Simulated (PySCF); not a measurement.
**Electronic absorption of C5H5NO3**

Compound: C5H5NO3.
Bonds: C1–C2, C2–O3 (double), C2–O4, O4–C5, C5–O6 (double), C5–C7, C7–C8, C8–N9 (triple). Hydrogens: H10, H11, H12 on C1; H13, H14 on C7.

Method: TDDFT wB97X-D/def2-SVPD, vertical, gas phase, core orbitals frozen in the response in PySCF. Geometry: GFN2-xTB, one conformer, isolated molecule. Torsions of this conformer, `[CH3:1][C:2](=[O:3])[O:4][C:5](=[O:6])[CH2:7][C:8]#[N:9]`: C1–C2–O4–C5 177°, C2–O4–C5–O6 6°, O4–C5–C7–C8 51°.

```
state  E (eV)  λ (nm)       f  main configurations (H = HOMO, L = LUMO)
   S1    5.05   245.6  0.0023                                 H→L (88%)
   S2    5.76   215.4  0.0003     H-1→L (59%), H→L+2 (17%), H→L+1 (11%)
   S3    7.41   167.3  0.0003     H-1→L (29%), H→L+2 (26%), H→L+1 (25%)
   S4    7.70   161.0  0.0060  H-2→L (37%), H-2→L+5 (13%), H-2→L+3 (8%)
   S5    7.83   158.3   0.088                               H-3→L (68%)
   S6    7.99   155.2   0.045     H→L+1 (25%), H→L+2 (17%), H-2→L (10%)
   S7    8.09   153.2   0.037                   H-4→L (26%), H→L+3 (9%)
   S8    8.18   151.6   0.035    H→L+2 (20%), H→L+1 (11%), H-1→L+1 (9%)
```

Triplets, Tamm–Dancoff:

```tsv
state	E (eV)	λ (nm)	main configurations (H = HOMO, L = LUMO)
T1	4.59	270.3	H→L (85%)
T2	5.24	236.7	H-1→L (55%), H→L+2 (19%), H→L+1 (12%)
T3	6.10	203.2	H-3→L (66%), H-4→L (13%)
```

The lowest singlet lies at 5.05 eV (246 nm, ultraviolet) and is very weak; its leading configuration is HOMO→LUMO (88%). The most intense listed level is S5 at 7.83 eV (158 nm, f = 0.088), 2.79 eV above S1. Löwdin shares by element: HOMO oxygen 73%, carbon 6% or more (atoms not listed hold the other 21%); LUMO carbon 39% or more, oxygen 36% or more (atoms not listed hold the other 25%). Weighted by f, the mean energy of these states is 7.93 eV. The listed states span 3.13 eV, and the widest gap between neighbours is 1.65 eV (S2 to S3). The oscillator strengths of these states sum to 0.214; summed over the whole spectrum of an exact calculation they would give the number of electrons, 66 (Thomas–Reiche–Kuhn). Only the lowest 8 singlets were computed, as vertical energies without vibronic structure.
